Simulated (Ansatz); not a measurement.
Calculated with Ansatz (gas phase, PBE0-D4/def2-TZVP geometries, no zero-point term in ΔE). CCSD(T)/CBS adds triple-zeta CCSD(T) − MP2 to the extrapolated MP2 energy (def2 sets, frozen cores). This one scheme is used for every species. DFT in def2-TZVPP. B3LYP here is the variant with VWN-RPA as its local correlation; programs differ in this. One conformer a species, not always the lowest.

Reaction (ligand exchange at the Si–S bond): `C=C[SiH2]S[SiH](F)F` + `BN` → `BN[SiH2]C=C` + `F[SiH](F)S`

| level | ΔE (kJ/mol) | difference from CCSD(T)/CBS |
| --- | --- | --- |
| PBE-D4 | 39.3 | 12.2 |
| r2SCAN-D4 | 34.3 | 7.2 |
| PBE0-D4 | 37.1 | 10.0 |
| B3LYP-D4 | 31.3 | 4.2 |
| ωB97X-V | 28.5 | 1.4 |
| ωB97M-V | 29.0 | 1.9 |
| B2PLYP | 22.7 | -4.4 |
| PBE | 32.6 | 5.5 |
| r2SCAN | 32.4 | 5.3 |
| PBE0 | 30.7 | 3.6 |
| B3LYP | 20.5 | -6.6 |
| HF/def2-TZVPP | 11.7 | -15.4 |
| MP2/def2-TZVPP | 28.2 | 1.1 |
| SCS-MP2/def2-TZVPP | 22.9 | -4.2 |
| CCSD/def2-TZVPP | 20.6 | -6.5 |
| CCSD(T)/def2-TZVPP | 23.7 | -3.4 |
| HF/def2-QZVPP | 10.4 | -16.7 |
| MP2/def2-QZVPP | 29.7 | 2.6 |
| SCS-MP2/def2-QZVPP | 24.3 | -2.8 |
| HF/CBS(def2) | 10.3 | -16.8 |
| MP2/CBS(def2) | 31.6 | 4.5 |
| CCSD/CBS(def2) | 23.9 | -3.2 |
| CCSD(T)/CBS | 27.1 | 0 |

Largest T1 diagnostic among the species: 0.012.

In def2-TZVPP, CCSD(T) changes the Hartree–Fock value by +12.1 kJ/mol (the triples alone add +3.1 kJ/mol) and MP2 by +16.6 kJ/mol. The D4 term adds +10.9 kJ/mol with B3LYP and +6.4 kJ/mol with PBE0; it sums over pairs of atoms, weighted by their polarisabilities, and B3LYP, whose exchange is more repulsive, gets the larger term.
